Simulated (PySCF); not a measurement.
C3H11BSi (SMILES B[Si](C)(C)C), singlet, at a GFN2-xTB geometry. Base run: B3LYP/6-31G run with PySCF.

PySCF was given this input:
```python
from pyscf import gto, scf, dft, solvent

mol = gto.Mole()
mol.atom = '''
    B    -1.816663    1.051530   -0.107914
    H    -2.571589    1.059124    0.785824
    H    -2.116929    1.685892   -1.043764
    Si   -0.123002    0.055661   -0.019207
    C    -0.269128   -1.630513    0.888348
    C     1.200093    1.063264    0.948175
    C     0.658017   -0.335113   -1.728396
    H     0.688503   -2.139575    0.947354
    H    -0.632908   -1.499911    1.903424
    H    -0.960705   -2.296136    0.379084
    H     0.872161    1.271731    1.962377
    H     1.400403    2.016382    0.467126
    H     2.140021    0.523320    1.011093
    H     0.849555    0.574520   -2.290539
    H     0.000414   -0.955378   -2.331393
    H     1.602519   -0.862691   -1.630877
'''
mol.basis = '6-31g'
mol.charge = 0
mol.spin = 0
mol.verbose = 3
mol.build()

mf = dft.RKS(mol)
mf.xc = 'b3lyp'
mf.kernel()
```

Each row names what was changed in the base input (with any setting that the change needs).

| change | ΔE vs base (kJ/mol) | dipole (D) | HOMO-LUMO gap (eV) |
|---|---|---|---|
| base | 0.00 | 0.18 | 5.42 |
| model = IEF-PCM; solvent = 2-propanol | -3.77 | 0.21 | 5.46 |
| model = IEF-PCM; solvent = water; vdw_scale = 1.0 | -9.26 | 0.20 | 5.50 |
| model = IEF-PCM; solvent = water; r_probe = 0.5 | -1.20 | 0.19 | 5.44 |
| model = ddCOSMO; solvent = water | -3.19 | 0.16 | 5.49 |
| model = IEF-PCM; solvent = water | -4.04 | 0.21 | 5.46 |
| model = IEF-PCM; solvent = water; vdw_scale = 1.4 | -1.88 | 0.21 | 5.44 |
| model = SS(V)PE; solvent = water | -4.01 | 0.21 | 5.46 |
| model = C-PCM; solvent = water | -4.08 | 0.21 | 5.46 |
| model = IEF-PCM; solvent = dichloromethane | -3.38 | 0.21 | 5.45 |
| model = IEF-PCM; solvent = water; lebedev_order = 11 | -3.80 | 0.21 | 5.45 |
| model = IEF-PCM; solvent = water; lebedev_order = 41 | -4.08 | 0.21 | 5.46 |

The base is the gas phase, so ΔE is the electrostatic part of solvation at a fixed geometry, without cavity and dispersion terms.
